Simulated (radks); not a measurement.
Values are calculated unless marked as measured or tabulated.
Charge is removed step by step from the 3p down level of the zinc ion Zn+, starting from [Ne] 3s2 3p(up 3, down 3) 3d10 4s1. Level of theory: scalar-relativistic Kohn-Sham, r2SCAN, spin-polarised, spherical densities, finite nucleus; open shells are filled with parallel spins first; meta-GGA in the generalised Kohn-Sham scheme; Fermi nuclear charge, rms radius 3.9283 fm (a radial shooting solver on a logarithmic mesh with Libxc functionals).

| removed (e) | E - E(0) (eV) | eigenvalue (eV) | E minus straight line (eV) |
|---|---|---|---|
| 0 | 0.000 | -95.643 | 0.000 |
| 0.25 | 24.457 | -100.12 | -1.764 |
| 0.5 | 50.059 | -104.79 | -2.383 |
| 0.75 | 76.853 | -109.65 | -1.809 |
| 1 | 104.88 | -114.68 | 0.000 |

Removing the whole electron costs 104.88 eV by Delta-SCF, against 95.643 eV from minus the eigenvalue at the starting occupation. Slater's transition state (half an electron removed) gives 104.79 eV. Integrating minus the eigenvalue over the occupation (Janak's theorem) gives 104.92 eV. In this scalar-relativistic scheme the density is built from large components alone, so the theorem holds only approximately. The mean slope of the eigenvalue, de/dn, is 19.0 eV per electron.
